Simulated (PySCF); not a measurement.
B(CCH)(Me)(OH) (C₃H₅BO), SMILES C#CB(C)O. Coordinates come from a PBE-D3(BJ)/def2-SVP optimisation. The structure was generated by enumeration, and PubChem lists no compound with its InChIKey, so it may never have been made. One conformer was computed; it need not be the lowest.

Question: Give the equilibrium geometry at PBE-D3(BJ)/def2-SVP (PySCF confirms it by a frequency run) as Cartesian coordinates in Å. (An estimate is asked for; the answer gives what the named calculation found.)

Answer: One answer among several that fit: 
```xyz
10

B     -0.4445    -0.1005     0.0249
C      1.0323     0.3072    -0.1897
C      2.2066     0.6305    -0.3604
H      3.2412     0.9126    -0.5061
C     -0.9070    -0.9009     1.2971
H     -1.9931    -1.1162     1.2923
H     -0.6567    -0.3362     2.2208
H     -0.3502    -1.8591     1.3757
O     -1.3789     0.2431    -0.9165
H     -0.9784     0.7353    -1.6575
```
